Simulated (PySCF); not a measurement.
C3H9Si, SMILES [CH2][SiH](C)C, multiplicity 2.

Coordinates come from a B3LYP-D3(BJ)/def2-SVP optimisation. The geometry has at least one imaginary mode, so it is a saddle point at that level. The isomer is the one that the SMILES or the coordinates give; other isomers of the formula were not compared.

Computed with PySCF with TDA-CAM-B3LYP/def2-SVPD.

Vertical excitations. Isolated molecule, no solvent.

Computed excitation energies, oscillator strengths and character:
```
state    energy (eV)  λ (nm)      f                                                                      main pairs
-------  -----------  ------  -----  ------------------------------------------------------------------------------
root 1          4.50     276  0.005                                                              β HOMO−2→LUMO 86 %
root 2          5.50     225  0.007                                                              β HOMO−1→LUMO 78 %
root 3          5.74     216  0.034                                                                β HOMO→LUMO 95 %
root 4          6.16     201  0.033                                            α HOMO→LUMO 62 %, α HOMO→LUMO+1 33 %
root 5          6.62     187  0.004                      β HOMO−5→LUMO 55 %, β HOMO−7→LUMO 26 %, β HOMO−1→LUMO 12 %
root 6          6.93     179  0.001                                            α HOMO→LUMO+1 51 %, α HOMO→LUMO 27 %
root 7          7.32     169  0.025                                                              α HOMO→LUMO+2 85 %
root 8          7.37     168  0.005                                                              α HOMO→LUMO+3 64 %
root 9          7.79     159  0.002  α HOMO→LUMO+4 33 %, α HOMO→LUMO+8 30 %, α HOMO→LUMO+7 13 %, α HOMO→LUMO+3 12 %
root 10         8.19     151  0.003   α HOMO→LUMO+5 24 %, α HOMO→LUMO+4 13 %, α HOMO−2→LUMO 5 %, β HOMO→LUMO+1 32 %
```
Unrestricted roots are not spin-pure.
